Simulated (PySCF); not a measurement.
**Dipole moment and polarisability across levels of theory**

C4H8Si.
SMILES: `C(#CC)C[SiH3]`

PySCF, dipoles from the SCF density, polarisabilities from static response with core orbitals frozen. Geometry: PBE0-D3(BJ)/def2-SVP; no solvent, vibrations or thermal averaging.

**Question.** Compare the levels for these properties.

**Answer.** 

| level | μ (D) | α (Å³) | anisotropy (Å³) |
| --- | --- | --- | --- |
| LDA/def2-SVPD | 0.590 | 12.39 | 7.45 |
| PBE/def2-SVPD | 0.585 | 12.15 | 7.35 |
| B3LYP/def2-SVPD | 0.526 | 11.76 | 6.79 |
| PBE0/def2-SVPD | 0.538 | 11.67 | 6.75 |
| BHandHLYP/def2-SVPD | 0.483 | 11.31 | 6.26 |
| CAM-B3LYP/def2-SVPD | 0.494 | 11.52 | 6.37 |
| wB97X-D/def2-SVPD | 0.510 | 11.54 | 6.35 |
| LC-wPBE/def2-SVPD | 0.493 | 11.20 | 6.04 |
| HF/def2-SVPD | 0.472 | 10.87 | 5.68 |
| PBE0/6-31G* | 0.542 | 9.43 | 6.66 |
| PBE0/6-31+G* | 0.492 | 10.61 | 6.77 |
| PBE0/def2-SVP | 0.529 | 10.10 | 6.85 |
| PBE0/aug-cc-pVDZ | 0.541 | 11.92 | 6.88 |
| PBE0/def2-TZVP | 0.547 | 11.23 | 6.87 |
| PBE0/def2-TZVPD | 0.548 | 11.87 | 6.82 |

The anisotropy is √(½[(α1 − α2)² + (α2 − α3)² + (α3 − α1)²]). The dipole runs from 0.47 D (HF/def2-SVPD) to 0.59 D (LDA/def2-SVPD). No reference polarisability is at hand; against PBE0 in the largest diffuse basis at hand (def2-TZVPD) the other PBE0 rows deviate by 6-31G* -21%, 6-31+G* -11%, def2-SVP -15%, def2-SVPD -2%, aug-cc-pVDZ 0%, def2-TZVP -5%. In one basis (def2-SVPD) the functionals order the polarisability from HF (lowest) to LDA (highest), a spread of 14%. With PBE0 the polarisability is 10.25 Å³ without diffuse functions (mean of 6-31G*, def2-SVP and def2-TZVP) and 11.52 Å³ with them (mean of 6-31+G*, def2-SVPD, aug-cc-pVDZ and def2-TZVPD).
